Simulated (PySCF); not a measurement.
Input for PySCF: U-HF/6-31G* on C2H5B (SMILES BC=C), a point of a bond scan (R = 1.194 Å).

```python
from pyscf import gto, scf, dft, mp
from pyscf.data.elements import chemcore

mol = gto.M(
    atom='''
    B    -0.19234175    0.13481091    1.34229151
    H    -0.50441493    1.28521043    1.41149558
    H    -0.13703202   -0.51541306    2.34021942
    C     0.12716890   -0.46653708   -0.03328683
    C     0.06087359    0.27672265   -1.14769155
    H     0.41541955   -1.50959045   -0.14140796
    H     0.28056560   -0.11861991   -2.13457537
    H    -0.22108437    1.32324500   -1.10131893
    ''',
    basis='6-31g*',
    cart=True,
    charge=0, spin=0, verbose=3, max_memory=1800)
mf = scf.UHF(mol)
mf.conv_tol = 1e-8
mf.max_cycle = 100
mf.init_guess_breaksym = True
mf.kernel()
if not mf.converged:
    mf = mf.newton().run(mf.mo_coeff, mf.mo_occ)
for _ in range(4):
    mo, _, stable, _ = mf.stability(return_status=True)
    if stable:
        break
    mf.kernel(mf.make_rdm1(mo, mf.mo_occ))
```

Program output:

```
converged SCF energy = -103.28930470439  <S^2> = 1.1638155e-06  2S+1 = 1.0000023
<class 'pyscf.scf.uhf.UHF'> wavefunction has an internal instability
converged SCF energy = -103.289425401581  <S^2> = 0.064918158  2S+1 = 1.1223514
<class 'pyscf.scf.uhf.UHF'> wavefunction is stable in the internal stability analysis
```

Self-consistency was reached.

Cost: about 1.9 core-seconds (a rough figure).
